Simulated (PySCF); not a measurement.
# Working out the ionisation energy of Xe

Xe [Xe] (1S) → Xe⁺ [Kr] 4d10 5s2 5p5 (2P). Computed with PySCF 2.14 in ANO-RCC-VTZP (7s6p4d2f1g, 68 functions), with the spin-free X2C one-electron Hamiltonian (Gaussian nucleus). Frozen: [Kr] 4d10. Energies in hartree (1 hartree = 27.21139 eV):

| part | Xe (lower) | Xe⁺ (upper) |
| --- | --- | --- |
| UHF | -7443.220257 | -7442.798529 |
| CCSD correlation | -0.167396 | -0.140096 |
| (T) | -0.005024 | -0.003968 |

Question: What does Hartree-Fock give?

Answer: (-7442.798529) − (-7443.220257) = 0.421728 hartree = 11.476 eV.

Question: What do CCSD and CCSD(T) give?

Answer: The CCSD correlation energies differ by 0.027300 hartree = 0.743 eV and the triples by 0.001056 hartree = 0.029 eV, so CCSD gives 12.219 eV and CCSD(T) 12.248 eV.

Measured between the centres of the two terms (NIST): 12.565 eV, so CCSD(T) (valence) is off by -0.317 eV.

What remains against the reference includes basis incompleteness, the frozen core and higher excitations.
